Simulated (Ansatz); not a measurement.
Ansatz (a first-principles code) input:
A basis named .json is the Basis Set Exchange file of that set.

Ansatz 0.2 input:
```yaml
crystal:
  periodic: [false, false, false]
  atoms:
    - {symbol: C, position_ang: [2.06411069, 0.48212494, 1.66984862]}
    - {symbol: O, position_ang: [1.03714572, -0.43657099, 1.28729807]}
    - {symbol: Ge, position_ang: [-0.00327679, -0.04972205, -0.07844725]}
    - {symbol: Cl, position_ang: [1.14439771, 0.39242083, -1.82768741]}
    - {symbol: Cl, position_ang: [-1.23553860, -1.77539580, -0.35425360]}
    - {symbol: O, position_ang: [-0.97441266, 1.38848467, 0.21455088]}
    - {symbol: C, position_ang: [-1.94139259, 1.38000353, 1.26806028]}
    - {symbol: H, position_ang: [1.65385612, 1.46565630, 1.91370174]}
    - {symbol: H, position_ang: [2.54287394, 0.06728830, 2.55590491]}
    - {symbol: H, position_ang: [2.81131233, 0.59274080, 0.88043448]}
    - {symbol: H, position_ang: [-2.38187470, 2.37571956, 1.29846639]}
    - {symbol: H, position_ang: [-2.72955231, 0.64788840, 1.07692541]}
    - {symbol: H, position_ang: [-1.48053617, 1.16430636, 2.23563104]}
basis:
  gaussian:
    orbitals: def2-TZVPPD.json
    fitting: {mean_field: def2-universal-jkfit, correlation: def2-TZVPPD-RIFIT.json}
total_charge: 1
magnetization: {spin_polarized: true, initial_magnetization: 1}
correlation: {method: mp2, electrons: outside_noble_gas}
```

Predict the final energy.

-3224.47233 Eh (RI-MP2/def2-TZVPPD). The basis has 412 functions.

This state (charge 1, doublet) is run at the relaxed geometry of the species with charge 0 and multiplicity 1.
